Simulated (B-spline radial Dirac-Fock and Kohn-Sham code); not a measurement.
# Photoabsorption cross section of In⁺ by shell

System: indium as In⁺ in the configuration 1s2 2s2 2p6 3s2 3p6 3d10 4s2 4p6 4d10 5s2.

The computed values come from a radial B-spline solver: Dirac-Hartree-Slater photoionisation with all multipoles and Dirac-Fock thresholds.

Computed thresholds (eV): K 27955.7, L1 4261.0, L2 3955.7, L3 3747.7, M1 845.7, M2 722.2, M3 683.7, M4 467.4, M5 459.9, N1 147.2, N2 105.2, N3 98.59, N4 32.63, N5 31.78, O1 17.02.

| photon energy (eV) | total (b) | K (%) | L (%) | M (%) | N (%) | O (%) |
| --- | --- | --- | --- | --- | --- | --- |
| 40.81 | 2.796e+07 | – | – | – | 99.7 | 0.3 |
| 80 | 6.967e+06 | – | – | – | 98.6 | 1.4 |
| 200 | 1.237e+06 | – | – | – | 98.0 | 2.0 |
| 268 | 1.191e+06 | – | – | – | 98.6 | 1.4 |
| 412 | 798800 | – | – | – | 98.7 | 1.3 |
| 512 | 4.542e+06 | – | – | 87.0 | 12.8 | 0.2 |
| 600 | 3.312e+06 | – | – | 86.2 | 13.7 | 0.2 |
| 813 | 2.204e+06 | – | – | 88.0 | 11.9 | 0.2 |
| 2000 | 302900 | – | – | 87.0 | 12.8 | 0.2 |
| 2030 | 292100 | – | – | 87.0 | 12.8 | 0.2 |
| 9950 | 25170 | – | 81.3 | 15.8 | 2.8 | 0.1 |
| 13500 | 10930 | – | 81.3 | 15.7 | 2.8 | 0.1 |
| 22162.9 | 2746 | – | 81.2 | 15.7 | 2.9 | 0.2 |
| 100000 | 267.1 | 86.6 | 10.9 | 2.1 | 0.4 | 0.0 |
| 114000 | 183.2 | 86.6 | 10.8 | 2.1 | 0.4 | 0.0 |
| 200000 | 36.14 | 86.8 | 10.7 | 2.1 | 0.4 | 0.0 |

Q: With what power of the photon energy does the total fall between 114000 and 200000 eV?

A: As E^-2.89. The non-relativistic Born limit for an s electron far above threshold is E^-3.5; near threshold and at relativistic energies the fall is slower.
